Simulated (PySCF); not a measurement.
# Bond lengths and vibrations by method: BFH3OSi cation

Calculated results; nothing here was measured. They come from PySCF 2.14.0, an open-source quantum chemistry program, on an isolated molecule that a program drew, which may never have been made. The molecule is BFH3OSi cation (charge +1, singlet), drawn as the SMILES string `O[B+][SiH2]F`.

The geometry was optimised and harmonic frequencies were computed with HF and MP2, all in the cc-pV(D+d)Z basis, for the commonest isotopes, with a restricted reference for singlets and an unrestricted one otherwise, and a frozen core in MP2. Each result is a local minimum of its method.

Geometry at the HF minimum:
```xyz
7
BFH3OSi cation, angstrom
O    -0.1673    1.9848   -1.3576
B     0.0009    0.8102   -1.0335
Si    0.2599   -1.2162   -0.5642
F     0.7701   -1.0958    0.9385
H    -0.1285    2.9073   -1.1170
H     1.2947   -1.6945   -1.4734
H    -1.0689   -1.8087   -0.6618
```

Lengths of the bonds as drawn, in Å (atoms numbered as above):
| bond | HF | MP2 |
|---|---|---|
| O1-B2 | 1.230 | 1.240 |
| B2-Si3 | 2.096 | 2.085 |
| Si3-F4 | 1.592 | 1.612 |
| O1-H5 | 0.954 | 0.972 |
| Si3-H6 | 1.458 | 1.464 |
| Si3-H7 | 1.458 | 1.464 |

Rotational constants, in GHz:
| constant | HF | MP2 |
|---|---|---|
| A | 16 | 15.95 |
| B | 2.733 | 2.697 |
| C | 2.404 | 2.375 |

Harmonic frequencies in cm^-1, each column in rising order, so a row needn't be the same motion in every method:
| rank | HF | MP2 |
|---|---|---|
| 1 | 81 | 61 |
| 2 | 140 | 128 |
| 3 | 265 | 153 |
| 4 | 318 | 244 |
| 5 | 401 | 361 |
| 6 | 462 | 452 |
| 7 | 646 | 614 |
| 8 | 749 | ? |
| 9 | 913 | 871 |
| 10 | 946 | 908 |
| 11 | 1007 | 960 |
| 12 | 1864 | 1819 |
| 13 | 2432 | 2372 |
| 14 | 2458 | 2402 |
| 15 | 4043 | 3819 |

**Estimate the missing MP2 frequency from the HF column.**

A single factor s that minimises the squared misfit of MP2 against s times HF over the other rows is sum(HF x MP2) / sum(HF^2) = 0.9580, with an rms misfit of 40 cm^-1. For rank 8 it gives 0.9580 x 749 = 718 cm^-1. The calculation gives 718 cm^-1, the same as the estimate. The drawn bonds are on average 0.7 % longer in MP2 than in HF.
